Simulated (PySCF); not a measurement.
Two species compared at the same levels of theory.

First species: C₄H₁₀ClPSi₂.
InChI=1S/C4H10ClPSi2/c1-7-6-8-4-2-3-5/h6H,3,7-8H2,1H3

Second species: C4H10ClPSi2.
InChI=1S/C4H10ClPSi2/c1-2-3-7-4-8(5)6/h8H,4,6-7H2,1H3/t8-/m0/s1

Levels: PBE0/pcSseg-1 for dipole moment, HOMO energy, LUMO energy and HOMO–LUMO gap; GFN2-xTB for rotational constant A and rotational constant C. Geometries: GFN2-xTB. All species are isolated and taken at one optimised geometry, non-relativistic unless stated. Electronic properties by PySCF.

Dipoles, sizes and rotational constants follow the conformer. The torsions of the flexible species, by atom-mapped SMILES:
- `[CH3:1][SiH2:2][PH:3][SiH2:4][C:5]#[C:6][CH2:7][Cl:8]`: C1–Si2–P3–Si4 169°, Si2–P3–Si4–C5 -168°
- `[CH3:1][C:2]#[C:3][SiH2:4][CH2:5][Si@H:6]([PH2:7])[Cl:8]`: C3–Si4–C5–Si6 -69°, Si4–C5–Si6–P7 57°, H–P7–Si6–C5 -57°, H–P7–Si6–C5 35°

Values for the first species:

| Quantity | Value |
| --- | --- |
| Dipole moment | 2.12 D |
| HOMO energy | -7.34 eV |
| LUMO energy | -0.91 eV |
| HOMO–LUMO gap | 6.43 eV |
| Rotational constant A | 4.111 GHz |
| Rotational constant C | 0.237 GHz |

(1) Estimate the same properties for the second species, and the change in each.

Results:

(1) 
| property | first | second | second less first |
| --- | --- | --- | --- |
| dipole moment | 2.12 D | 2.99 D | +0.87 D |
| HOMO energy | -7.34 eV | -7.34 eV | 0.00 eV |
| LUMO energy | -0.91 eV | 0.03 eV | +0.94 eV |
| HOMO–LUMO gap | 6.43 eV | 7.37 eV | +0.94 eV |
| rotational constant A | 4.111 GHz | 1.267 GHz | -2.844 GHz |
| rotational constant C | 0.237 GHz | 0.471 GHz | +0.234 GHz |

On the first: A dipole of 2.12 D is allowed in C1, and pure rotational transitions are dipole-allowed. The dipole matches unit charges of opposite sign 0.44 Å apart (1 e·Å = 4.8032 D).

On the second: The dipole matches unit charges of opposite sign 0.62 Å apart (1 e·Å = 4.8032 D).
